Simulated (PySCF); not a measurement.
How methods differ on the ionisation energy of In

In [Kr] 4d10 5s2 5p1 (2P) → In⁺ [Kr] 4d10 5s2 (1S), as a difference of total energies. Calculation: PySCF 2.14, in def2-TZVPPD with the def2 core potential (28 electrons) (7s5p4d2f, 56 functions); a scalar-relativistic core potential. Correlated levels: valence: 4s2 4p6 4d10 frozen; valence and next inner shell: nothing frozen outside the core potential. The calculations carry no spin-orbit coupling.

| method | ionisation energy (eV) | error (eV) |
| --- | --- | --- |
| UHF | 5.216 | -0.387 |
| LDA | 5.710 | +0.107 |
| PBE | 5.584 | -0.019 |
| PBE0 | 5.616 | +0.013 |
| r2SCAN | 5.705 | +0.102 |
| revPBE | 5.537 | -0.066 |
| MN15 | 5.657 | +0.054 |
| PBEsol | 5.586 | -0.017 |
| M06-L | 5.316 | -0.287 |
| MP2 (valence) | 5.393 | -0.210 |
| SCS-MP2 (valence) | 5.376 | -0.227 |
| MP2 (valence and next inner shell) | 5.442 | -0.161 |
| SCS-MP2 (valence and next inner shell) | 5.388 | -0.215 |

Reference: 5.603 eV (measured; NIST levels, between the centres of gravity of the two terms).

Errors of the correlated levels include the incompleteness of this basis and the frozen core.
